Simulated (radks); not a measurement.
Problem. All-electron atom: the arsenic ion As3+ in [Ar] 3d10 4s2. Method: Dirac Kohn-Sham, PBE, spin-unpolarised, spherical densities, point nucleus; computed with a radial shooting solver on a logarithmic mesh with Libxc functionals. Some entries of the table are withheld. Estimate them.

orbital  occ.  eigenvalue (eV)  <1/r> (bohr^-1)
1s1/2       2        -11750.99            33.47
2s1/2       2        -1520.752            7.417
2p1/2       2        -1362.409              (1)
2p3/2       4        -1325.837              (2)
3s1/2       2        -224.6522              (3)
3p1/2       2        -171.4301            2.272
3p3/2       4        -166.4019            2.220
3d3/2       4         -75.3422            1.925
3d5/2       6         -74.6077            1.911
4s1/2       2              (4)           0.7579

Solution. 
(1) 2p1/2 <1/r> (bohr^-1): 7.380
(2) 2p3/2 <1/r> (bohr^-1): 7.166
(3) 3s1/2 <1/r> (bohr^-1): 2.395
(4) 4s1/2 eigenvalue (eV): -44.4253
